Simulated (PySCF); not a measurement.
CHOS, SMILES S=C=[OH+], charge +1. Geometry optimised at B3LYP-D3(BJ)/def2-TZVP. The isomer is the one that the SMILES or the coordinates give; other isomers of the formula were not compared.

TDA-M06-2X/def2-SVPD in PySCF puts the lowest singlet excitations at 4.68, 5.67, 5.95, 8.64, 9.16, 9.91 eV.

Question: What are the lowest excitation roots from ADC(2)/aug-cc-pVDZ in PySCF? (Estimate from the structure and the level; the computed values follow.)

Answer: 5.42, 6.17, 6.70, 8.71, 8.83, 9.43 eV. S1 differs by 0.74 eV (second minus first; roots are paired by order, and the bases may differ).
